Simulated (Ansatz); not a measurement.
SbMe3 (C₃H₉Sb), relaxed as a singlet with RKS PBE-D4/def2-SVP in Ansatz, starting from the GFN2-xTB geometry. Force threshold 0.02 eV/Å.

In the def2 sets Sb takes a core potential; there is no spin–orbit coupling.

Start:

```xyz
13

C    -1.707   -0.615    0.175
C     0.907   -0.260   -1.556
C     0.844    0.750    1.424
Sb    0.397   -1.096    0.379
H    -2.190   -1.335   -0.475
H    -1.814    0.378   -0.248
H    -2.186   -0.645    1.148
H     0.450    0.717   -1.666
H     0.555   -0.913   -2.347
H     1.983   -0.163   -1.637
H     1.910    0.939    1.390
H     0.535    0.671    2.460
H     0.316    1.572    0.953
```

```tsv
step	energy (eV)	largest force component (eV/Å)	SCF passes
1	-9788.0895	0.801	17
2	-9788.1811	0.285	18
3	-9788.1907	0.083	19
4	-9788.1911	0.017	19
```

Force components are those of the run's own axes.

End:

Cartesian coordinates in Å:
```
C -1.7346 -0.6288 0.1849
C 0.9170 -0.2669 -1.5883
C 0.8627 0.7726 1.4462
Sb 0.4029 -1.0913 0.3806
H -2.2081 -1.3410 -0.5188
H -1.8655 0.4044 -0.1930
H -2.2282 -0.7249 1.1717
H 0.4499 0.7296 -1.7158
H 0.5552 -0.9475 -2.3836
H 2.0169 -0.1718 -1.6770
H 1.9590 0.9283 1.4675
H 0.4938 0.7075 2.4884
H 0.3791 1.6296 0.9372
```

By distances, no bond broke or formed. The bond that changes most is C3–Sb4, from 2.17 to 2.20 Å (atoms count from 1).

No frequencies were taken in this run, so the end may be a saddle point.

It took 3.7 s on 2 threads of Intel Xeon 6975P-C on a shared host.
